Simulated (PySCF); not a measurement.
# ZnSe: from constants to spectrum

RHF-CCSD(T) constants of ZnSe, ¹Σ⁺ (singlet), closed shell (PySCF, no relativity, basis sets Zn def2-TZVPPD, Se def2-TZVPPD; masses 63.9291 and 79.9165 u):

```
ωe            : 321.3 cm⁻¹
ωexe          : 1.1 cm⁻¹
Be            : 0.098506 cm⁻¹
αe            : 0.000429 cm⁻¹
De to Zn + Se : 1.12 eV
```

Q: What force constant and bond length do these constants imply?

A: Reduced mass μred = 35.517 u; k = 5.8918×10⁻⁷·μred·ωe² (u, cm⁻¹, mdyn/Å) = 2.16 mdyn/Å; Re = √(16.8576/(μred·Be)) (u, cm⁻¹, Å) = 2.195 Å.

Q: Estimate the centrifugal constant D from the Kratzer relation and find the Dunham coefficient a1.

A: D = 4Be³/ωe² = 3.7e-08 cm⁻¹; a1 = −1 − αeωe/(6Be²) = -3.37.

Correlated steps freeze 14 core orbitals. Where the molecule has an RHF reference, its open-shell atoms are computed with UHF.
